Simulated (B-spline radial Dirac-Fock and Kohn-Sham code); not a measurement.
# X-ray scattering factor of Mn¹⁵⁺

System: the Mn¹⁵⁺ ion, configuration 1s2 2s2 2p6.

Model: Dirac-Fock orbitals of the configuration average with a finite nucleus. Program: a radial atomic solver. f₀ is the Fourier transform of the spherical electron density, S the Waller-Hartree incoherent function, and s = sin θ/λ.

| s (Å⁻¹) | f₀ | S |
| --- | --- | --- |
| 0 | 10.000 | 0.000 |
| 0.05 | 9.989 | 0.013 |
| 0.1 | 9.955 | 0.052 |
| 0.15 | 9.899 | 0.117 |
| 0.2 | 9.821 | 0.206 |
| 0.25 | 9.722 | 0.320 |
| 0.3 | 9.604 | 0.455 |
| 0.35 | 9.466 | 0.611 |
| 0.4 | 9.310 | 0.787 |
| 0.45 | 9.138 | 0.979 |
| 0.5 | 8.951 | 1.187 |
| 0.6 | 8.538 | 1.639 |
| 0.7 | 8.084 | 2.126 |
| 0.8 | 7.602 | 2.633 |
| 0.9 | 7.105 | 3.144 |
| 1 | 6.603 | 3.648 |
| 1.1 | 6.108 | 4.134 |
| 1.2 | 5.628 | 4.596 |
| 1.4 | 4.737 | 5.426 |
| 1.6 | 3.966 | 6.121 |
| 1.8 | 3.325 | 6.687 |
| 2 | 2.811 | 7.140 |
| 2.5 | 1.972 | 7.913 |
| 3 | 1.547 | 8.389 |
| 3.5 | 1.319 | 8.726 |
| 4 | 1.174 | 8.991 |
| 5 | 0.956 | 9.381 |
| 6 | 0.766 | 9.633 |

f₀ starts at the number of electrons, 10, and has fallen to half at s ≈ 1.34 Å⁻¹. The sum of ⟨r²⟩ over the electrons is 0.6145 bohr².

Values without a named source are computed, but for edge energies of neutral atoms, which are taken from tables.
